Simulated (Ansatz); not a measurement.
`FC(F)(F)c1ccc(-c2ccc(-c3ccc(C(F)(F)F)s3)s2)s1`, relaxed as a singlet with RKS PBE-D4/def2-SVP in Ansatz, starting from the GFN2-xTB geometry. Force threshold 0.03 eV/Å.

Start:

```xyz
29

F     6.177    2.874    2.612
C     5.784    1.597    2.504
F     6.720    0.972    1.765
F     5.873    1.063    3.736
C     4.421    1.490    1.923
C     3.622    2.518    1.506
C     2.395    2.069    1.000
C     2.264    0.701    1.030
C     1.171   -0.089    0.566
C     1.093   -1.461    0.490
C    -0.107   -1.919   -0.058
C    -0.970   -0.903   -0.406
C    -2.266   -1.020   -0.997
C    -2.871   -2.161   -1.473
C    -4.152   -1.932   -1.990
C    -4.521   -0.618   -1.907
C    -5.821   -0.031   -2.321
F    -6.593   -0.929   -2.948
F    -6.543    0.424   -1.278
F    -5.688    1.014   -3.158
S    -3.295    0.365   -1.193
S    -0.279    0.649   -0.042
S     3.678   -0.054    1.704
H     3.916    3.550    1.559
H     1.630    2.720    0.616
H     1.890   -2.105    0.817
H    -0.338   -2.960   -0.190
H    -2.406   -3.129   -1.456
H    -4.784   -2.694   -2.410
```

| step | energy (eV) | largest force component (eV/Å) | SCF passes |
| --- | --- | --- | --- |
| 1 | -63344.2025 | 0.694 | 27 |
| 2 | -63344.4097 | 0.202 | 22 |
| 3 | -63344.4289 | 0.071 | 22 |
| 4 | -63344.4296 | 0.054 | 22 |
| 5 | -63344.4306 | 0.011 | 22 |

Force components are those of the run's own axes.

End:

```xyz
29

F     6.2005    2.9290    2.6744
C     5.8356    1.6326    2.5584
F     6.7771    1.0027    1.8121
F     5.8857    1.0752    3.7938
C     4.4725    1.5235    1.9486
C     3.6566    2.5591    1.5274
C     2.4284    2.1004    0.9853
C     2.3086    0.7104    0.9924
C     1.2195   -0.1139    0.5223
C     1.1222   -1.5055    0.4727
C    -0.1046   -1.9667   -0.0568
C    -0.9711   -0.9368   -0.4269
C    -2.2907   -1.0512   -1.0070
C    -2.9199   -2.1999   -1.4897
C    -4.2209   -1.9528   -1.9967
C    -4.5853   -0.6199   -1.9065
C    -5.8814   -0.0018   -2.3296
F    -6.6569   -0.9136   -2.9583
F    -6.5860    0.4792   -1.2749
F    -5.6930    1.0406   -3.1762
S    -3.3328    0.3432   -1.1831
S    -0.2390    0.6202   -0.1087
S     3.7366   -0.0290    1.6858
H     3.9496    3.6134    1.6109
H     1.6450    2.7623    0.5908
H     1.9285   -2.1690    0.8154
H    -0.3661   -3.0276   -0.1627
H    -2.4382   -3.1862   -1.4872
H    -4.8808   -2.7179   -2.4260
```

By distances, no bond broke or formed. The bond that changes most is C14–H28, from 1.07 to 1.10 Å (atoms count from 1).

No frequencies were taken in this run, so the end may be a saddle point.

Hardware: 2 threads of AMD EPYC 7R13 on a shared host and a share (18 GiB) of an NVIDIA H100 80GB HBM3. Wall time 28 s, peak host memory 1 GiB.
